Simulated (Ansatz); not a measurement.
A nudged elastic band was laid between two geometries of AlCl2H4N (8 atoms, charge 0, multiplicity 1).

Level of theory: RKS PBE0/def2-SVP in Ansatz 0.2.0.

* movable images: 7
* climbing image: yes
* spring: 5.0 eV/Å²
* optimiser: quadratic models (default)
* start path: through a guess of the saddle point
* force threshold: 0.03 eV/Å
* iteration limit: 60
* end points: relaxed

Initial state:

```xyz
8
Properties=species:S:1:pos:R:3
Al 0.009 -0.049 0.214
H -0.176 0.871 1.486
Cl 1.920 -0.044 -0.749
Cl -1.664 -0.278 -1.101
N 0.061 -1.952 0.945
H -0.692 -2.494 0.515
H 0.951 -2.384 0.684
H -0.040 -2.015 1.959
```

Final state:

```xyz
8
Properties=species:S:1:pos:R:3
Al 0.090 -0.738 -0.172
H -0.166 0.504 1.830
Cl 1.868 0.327 -0.499
Cl -1.720 0.071 -0.863
N 0.142 -2.388 0.437
H -0.661 -3.005 0.495
H 0.992 -2.889 0.669
H -0.177 -0.228 2.056
```

Problem. What changes between the two ends?

Solution. Bonds broken: Al1–H2, N5–H8. Bonds formed: H2–H8. AlCl2H4N becomes AlCl2H2N + H2.

Problem. What energy profile does the band end with?

Solution. The run converged. The highest image is number 5 of 0 to 8, 149.6 kJ/mol above the first end and 56.6 kJ/mol above the last; the last end lies 92.9 kJ/mol above the first. A vibrational analysis at the climbing image gives one clearly imaginary mode, 1128i cm⁻¹: a first-order saddle point. The orbitals stay closed-shell, which can raise the energy where a bond breaks towards radicals; this wasn't checked here.

```csv
image,path coordinate (Å),energy (kJ/mol),Al1–H2 (Å),N5–H8 (Å),H2–H8 (Å)
0,0.00,0.0,1.58,1.02,2.93
1,0.35,3.9,1.58,1.02,2.56
2,0.70,16.7,1.59,1.02,2.18
3,1.05,42.0,1.61,1.03,1.78
4,1.41,98.3,1.68,1.14,1.36
5,1.76,149.6,1.80,1.45,0.99
6,2.19,117.2,2.04,1.91,0.80
7,2.63,96.5,2.27,2.34,0.77
8,3.07,92.9,2.37,2.72,0.77
```

Problem. What is the geometry of the highest image?

Solution. 
```xyz
8
Properties=species:S:1:pos:R:3:forces:R:3
Al 0.058 -0.416 -0.049 0.00 0.00 0.00
H -0.153 0.065 1.668 0.00 0.00 0.00
Cl 1.922 0.299 -0.706 0.00 0.00 0.00
Cl -1.711 0.050 -1.084 0.00 0.00 0.00
N 0.085 -2.082 0.804 0.01 0.00 0.00
H -0.700 -2.728 0.746 0.00 0.00 0.00
H 0.951 -2.608 0.915 0.00 0.00 0.00
H -0.084 -0.926 1.659 0.00 0.00 0.00
```

Problem. What are the harmonic wavenumbers there?

Solution. 1128i, 135, 143, 248, 267, 433, 497, 581, 641, 730, 740, 990, 1438, 1506, 1854, 1917, 3556, 3658 cm⁻¹.

Run time: 3.8 min on 2 threads of Arm Neoverse V1, on a shared host, peak memory 0.18 GiB.
